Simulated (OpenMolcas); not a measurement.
Computed levels of 5s² 5p in ions with 49 electrons, in cm-1 above ²P°_1/2.

| Property | Result |
| --- | --- |
| Program | OpenMolcas |
| Method | SS-CASPT2, IPEA 0.25 Eh, imaginary shift 0.1 Eh |
| Basis | ANO-RCC-VQZP |
| Scalar Hamiltonian | DKH2, point nucleus |
| Spin-orbit coupling | RASSI with atomic mean-field integrals over the reference wave functions, term energies averaged over their components |

Active space for each ion: 1 electron in 3 orbitals (5p); closed shells correlated by CASPT2: 4d 5s.

```json
{"Level": "²P°_3/2", "In": "1884", "Sn+": "3704", "Sb2+": "5704", "I4+": "10740", "Xe5+": "13897"}
```

Estimate ²P°_3/2 for Te3+ from its neighbours Sb2+ and I4+.

²P°_3/2 is fine structure, which grows about as the fourth power of a screened charge, so the fourth roots are averaged: ((5704^0.25 + 10740^0.25) / 2)^4 = 7925. The calculation gives 8062, so the estimate is off by -1.7 %; the measured value is 9223 (Moore, Atomic Energy Levels, vol. III, NSRDS-NBS 35 (1971 reprint of NBS Circular 467, 1958)).

With one active electron, CASPT2 adds the correlation within the correlated inactive shells and between them and that electron, and leaves the splitting within a term as the reference gives it. Computed and measured levels are paired by configuration, term and J; levels that our copy of the source lacks, or whose pairing is in doubt (as where it misses far off the trend of its configuration), stay unpaired and out of the deviations. Levels of configurations outside the active space are missing.

° marks odd parity.
